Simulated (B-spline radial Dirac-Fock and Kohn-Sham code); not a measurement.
**Atomic SCF run for Cr⁵⁺**

ΔSCF core binding energies without Breit or QED terms, calculated with a radial B-spline solver. Keys: rel is the Hamiltonian (dirac, or spin-free x2c and nr, where L3 and M5 stand for the whole 2p and 3d shells), method is hf or an exchange,correlation pair (spin-unpolarised, also for the hole states), nuc the nuclear model, radius_factor scales its radius, rmax is the box in bohr, h the logarithmic mesh step, order the B-spline order, points the quadrature points per cell, c_factor scales the speed of light, and damp, ndamp, maxit and tol steer the iteration. The run stops when the commutator error falls below 10·tol·max(1, Z/10), or the numerical noise floor, and the energy has settled to about 1e-8 Ha; the virial ratio is −V/T.

Input (task.json):

```json
{"items": [{"Z": 24, "q": 5, "cfg": [[1, 0, 2], [2, 0, 2], [2, 1, 6], [3, 0, 2], [3, 1, 6], [3, 2, 1]], "A": 52, "rrms": 3.6452, "do": "settings", "holes": ["K", "L3", "M5"],
  "settings": [{"rel": "dirac", "method": "hf", "nuc": "fermi", "radius_factor": 1.0, "rmax": 45.0, "h": 0.3, "order": 8, "points": 10, "c_factor": 1.0, "maxit": 85, "damp": 0.995, "ndamp": 100, "tol": 1e-08}]}]}
```

Command: `python xray2_run.py task.json out`

Ground-state iterations:

```
iter   energy (Ha)        error
   1    -1036.07891849  8.87e-01
   2    -1043.18760205  2.21e-01
   3    -1043.19325195  2.19e-01
   4    -1043.19883342  2.18e-01
   5    -1043.20434728  2.17e-01
   6    -1043.20979437  2.15e-01
   7    -1043.21517549  2.14e-01
   8    -1043.22049145  2.12e-01
   9    -1043.22574304  2.11e-01
  10    -1043.23093105  2.10e-01
  11    -1043.23605624  2.08e-01
  12    -1043.24111939  2.07e-01
  13    -1043.24612125  2.06e-01
  14    -1043.25106255  2.05e-01
  15    -1043.25594405  2.03e-01
  23    -1043.29292827  1.93e-01
  31    -1043.32648069  1.84e-01
  39    -1043.35692062  1.74e-01
  47    -1043.38453737  1.66e-01
  55    -1043.40959310  1.58e-01
  63    -1043.43232548  1.50e-01
  71    -1043.45294997  1.43e-01
  79    -1043.47166197  1.36e-01
  85    -1043.48454814  1.31e-01
```

The ground state had not converged after 85 iterations, with total energy -1043.48455 Ha, virial ratio 1.97473 and highest orbital energy -85.84 eV. ΔSCF binding energies: K (1s) 6102.3 eV, L3 (2p3/2) 681.1 eV (not all states converged, so these are not final). Holes are computed only in closed shells, and unreliable hole states are left out.

Q: One setting is unsound. Which, and why?

A: damp is so close to 1 that the orbitals hardly move in each step. With the default settings (Dirac Hartree-Fock): The ground state converged in 9 iterations, with total energy -1043.65440 Ha, virial ratio 1.98755 and highest orbital energy -90.60 eV. ΔSCF binding energies: K (1s) 6100.4 eV, L3 (2p3/2) 681.1 eV. Holes are computed only in closed shells, and unreliable hole states are left out.
